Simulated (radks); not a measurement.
Results of a calculation; reference values are marked as such.
Question: Ru III, configuration [Kr] 4d6 (the NIST ground configuration). Level of theory: Dirac Kohn-Sham, LDA (Slater exchange, Perdew-Wang correlation), spin-unpolarised, spherical densities, finite nucleus; open shells fill j = l - 1/2 first; Fermi nuclear charge, rms radius 4.4809 fm (a radial shooting solver on a logarithmic mesh with Libxc functionals).

Spin-orbit splittings of the eigenvalues, e(l+1/2) - e(l-1/2), with zeta = 2 splitting/(2l+1) and mean radii in bohr:

shell  occ.  splitting (eV)   zeta (eV)  <r> j=l-1/2  <r> j=l+1/2
2p        6           130.7       87.14       0.1237       0.1285
3p        6               ?           ?       0.3961       0.4069
3d       10           4.328       1.731       0.3824       0.3858
4p        6           3.473       2.315        1.099        1.130
4d        6          0.3752      0.1501        1.520        1.536
4f        0       0.0002042  0.00005835        6.713        6.714
5p        0          0.3779      0.2519        3.202        3.275
5d        0         0.03896     0.01558        5.018        5.048

Estimate the 3p splitting.

Answer: 22.19 eV (zeta = 14.79 eV).
